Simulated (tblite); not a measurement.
C6H13NSi.
Cartesian coordinates in Å at the GFN2-xTB level; atoms count from 1:
```
atom  x, y, z in Å
C1    -4.119    0.750   -0.137
C2    -2.681    0.754   -0.318
C3    -1.494    0.765   -0.484
C4    -0.061    0.763   -0.667
Si5    0.815   -0.392    0.584
C6     0.252   -2.186    0.352
N7     2.494   -0.370    0.188
C8     3.314    0.820    0.188
H9    -4.438   -0.194    0.305
H10   -4.417    1.566    0.522
H11   -4.621    0.875   -1.097
H12    0.304    1.787   -0.561
H13    0.163    0.442   -1.687
H14    0.475    0.066    1.948
H15    0.661   -2.835    1.119
H16   -0.828   -2.248    0.410
H17    0.555   -2.581   -0.613
H18    3.034   -1.181    0.453
H19    2.719    1.660   -0.159
H20    4.160    0.691   -0.490
H21    3.702    1.064    1.183
```

Computed values, GFN2-xTB/tblite, gas phase, harmonic and unscaled. The method is semi-empirical: single wavenumbers can be off by several per cent or more. Modes of hydrogen on silicon can be 10 to 20 % off. One conformer, not necessarily the lowest. The optimisation stopped once no atom felt more than 0.01 eV/Å.

Lowest wavenumbers of the output (negative numbers stand for imaginary wavenumbers):
```
mode    cm-1
  1     -25.6
  2      24.4
  3      62.0
  4      87.0
  5     106.3
  6     135.8
  7     139.7
  8     160.3
  9     214.1
 10     231.9
 11     247.1
 12     298.4
 13     313.9
 14     363.2
 15     525.1
```

**Question.** Is this structure a minimum?

**Answer.** Not by this Hessian. 1 mode is imaginary beyond 20i (26i cm⁻¹), so at this level the point lies at or near a first-order saddle. The curvature is small, so loose convergence or finite differences may be the whole cause.

**Question.** Which atoms move in the imaginary mode?

**Answer.** 26i: H9 (methyl hydrogen) 33 %, H11 (methyl hydrogen) 32 %, H10 (methyl hydrogen) 32 %. These are shares of the mass-weighted motion.

**Question.** What is the remedy?

**Answer.** Step along that mode in both directions, optimise again with tighter thresholds and repeat the frequencies. The zero-point energy of this point (107.9 kcal/mol) counts the 56 real modes alone, and thermal corrections from it aren't those of a minimum.
